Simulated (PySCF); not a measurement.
VOF2, SMILES [O]=[V+]([F])[F], charge +1, multiplicity 1.

Coordinates come from a B3LYP-D3(BJ)/def2-SVP optimisation. The spin state was assumed, not searched. The isomer is the one that the SMILES or the coordinates give; other isomers of the formula were not compared.

Two levels are set side by side: TDA-PBE/def2-SVPD (PySCF) and TDA-LC-ωPBE/def2-SVPD (PySCF). Vertical, same geometry. The lowest singlet is HOMO→LUMO 99 % with PBE and HOMO→LUMO 97 % with the other functional; states are paired by order. Differences are taken from unrounded values.

```json
[
 {"quantity": "lowest singlet excitation (eV)", "TDA-PBE": "3.47"},
 {"quantity": "lowest triplet excitation (TDA) (eV)", "TDA-PBE": "3.28"}
]
```

Q: These are the TDA-PBE values. What does TDA-LC-ωPBE give? (An estimate is asked for; the answer gives what the named calculation found.)

A: 
```csv
quantity,TDA-LC-ωPBE,TDA-PBE minus TDA-LC-ωPBE
lowest singlet excitation (eV),3.97,-0.50
lowest triplet excitation (TDA) (eV),3.73,-0.44
```

Functionals without exact exchange tend to place singlet excitations lower, as here. Differences between two approximate levels are no errors against the true value.

Rough cost on one machine, each run with all the roots and properties that it gave: TDA-LC-ωPBE against TDA-PBE about 3 times.
